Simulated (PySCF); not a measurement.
A TDDFT job was run through a driver script with this input:

```
{"job": {"kind": "uv", "xc": "CAM-B3LYP", "basis": "def2-SVPD", "nstates": 8, "ntriplets": 3}, "charge": 0, "multiplicity": 1}
C     -1.413192     1.368061     0.046789
C     -1.237786    -0.082124     0.494322
Si    -2.731399    -1.142208    -0.021961
Si     0.421778    -0.772449    -0.138590
Ge     2.175782     0.670435     0.421697
N      3.688822    -0.335062     0.581813
H     -1.475120     1.431207    -1.038329
H     -0.570438     1.982245     0.373438
H     -2.323230     1.801542     0.460360
H     -1.194142    -0.087327     1.589406
H     -2.587157    -2.490422     0.526000
H     -3.960095    -0.529788     0.493667
H     -2.801424    -1.196063    -1.482893
H      0.356939    -0.920958    -1.601983
H      0.650713    -2.109895     0.419655
H      2.126484     1.362483     1.769497
H      2.417453     1.856703    -0.523670
H      4.536686     0.146498     0.847015
H      3.909523    -0.943628    -0.193367
```

Output:

```
coarse grid: 67856 points
cycle   1  E = -2794.2294003449  dE = -4.084e-01  |g| = 5.839e-01  |ddm| = 5.414e+00
cycle   2  E = -2794.2217353778  dE =  7.665e-03  |g| = 6.409e-01  |ddm| = 1.937e+00
cycle   3  E = -2794.2940058205  dE = -7.227e-02  |g| = 5.366e-02  |ddm| = 9.000e-01
cycle   4  E = -2794.2945850965  dE = -5.793e-04  |g| = 3.127e-02  |ddm| = 1.598e-01
cycle   5  E = -2794.2947685487  dE = -1.835e-04  |g| = 4.652e-03  |ddm| = 4.015e-02
cycle   6  E = -2794.2947741929  dE = -5.644e-06  |g| = 1.210e-03  |ddm| = 1.601e-02
final grid: 140136 points
cycle   7  E = -2794.2947401021  dE = -8.741e-08  |g| = 1.261e-03  |ddm| = 7.104e-03
cycle   8  E = -2794.2947399920  dE =  1.101e-07  |g| = 1.445e-03  |ddm| = 3.621e-03
cycle   9  E = -2794.2947405265  dE = -5.345e-07  |g| = 7.414e-05  |ddm| = 1.783e-03
cycle  10  E = -2794.2947405279  dE = -1.442e-09  |g| = 2.242e-05  |ddm| = 2.025e-04
cycle  11  E = -2794.2947405281  dE = -1.692e-10  |g| = 9.760e-06  |ddm| = 7.285e-05
converged SCF energy = -2794.2947405281

Static polarisability (au): isotropic 119.836, principal 99.322 113.600 146.584

Singlet excitations
state   eV       nm        f      main configurations
  1   5.6371    219.9   0.00670   H->L 0.86
  2   6.6773    185.7   0.01794   H-1->L 0.48, H->L+1 0.28
  3   6.9017    179.6   0.06362   H-1->L 0.32, H->L+1 0.24, H->L+2 0.16
  4   7.0153    176.7   0.02272   H->L+3 0.53, H->L+2 0.22
  5   7.1807    172.7   0.00939   H->L+2 0.24, H->L+1 0.23, H->L+4 0.20
  6   7.4392    166.7   0.13409   H-1->L+1 0.49, H-2->L 0.22, H-1->L+3 0.11
  7   7.5337    164.6   0.01039   H-2->L 0.35, H-1->L+2 0.15, H-1->L+4 0.08
  8   7.6456    162.2   0.01073   H->L+8 0.27, H-1->L+3 0.13, H->L+6 0.11

Triplet excitations (Tamm-Dancoff, eV): 5.3049 6.0892 6.3159
```

Method: TDDFT CAM-B3LYP/def2-SVPD, vertical, gas phase, core orbitals frozen in the response (PySCF 2.14.0, density-fitted response routines). Isolated species at its GFN2-xTB geometry (one conformer only). The CAM-B3LYP/def2-SVPD calculation is non-relativistic and has no spin–orbit coupling, an omission that weighs most on germanium.

Problem. What share of the summed oscillator strength falls to the strongest level in this window?

Solution. State 6 at 167 nm: 0.1341 of 0.2756, or 49%.

Problem. What transition dipole goes with state 6?

Solution. |μ|² = 3f / (2ΔE) = 3 × 0.1341 / (2 × 0.2734) = 0.736 au, so |μ| = 2.18 D.

Problem. Which orbital energies lie behind H and L?

Solution. HOMO -8.42 eV and LUMO 0.50 eV, a gap of 8.92 eV; state 1 differs from that by -3.29 eV.

Problem. How much of the mean polarisability do the listed states account for?

Solution. The sum over states Σ f/ΔE² (ΔE in hartree) gives 3.99 au, 3% of the total; the rest comes from higher roots of the same response equations.

Problem. What is the polarisability anisotropy, √(½[(α1 − α2)² + (α2 − α3)² + (α3 − α1)²])?

Solution. 41.99 au.

Problem. Write the structure that the coordinates describe.

Solution. `C[C@@H]([SiH3])[SiH2][GeH2][NH2]` (C2H13GeNSi2), point group C1.

The SCF starts on a coarse grid; the energy jumps when the final grid takes over, and dE counts afresh there. H and L stand for HOMO and LUMO.

Time: 2.4 min wall; peak memory 1.2 GiB. Hardware: Arm Neoverse N1, one thread, no GPU, shared host with 64 logical CPUs at a one-minute load of 60.

The values belong to the conformer `[CH3:1][C@@H:2]([SiH3:3])[SiH2:4][GeH2:5][NH2:6]`: C1–C2–Si4–Ge5 51°, C2–Si4–Ge5–N6 152°, H–N6–Ge5–Si4 -178°, H–N6–Ge5–Si4 52°.

Without π bonds the low states are Rydberg-like; a valence basis with one diffuse set may place them up to an eV too high.
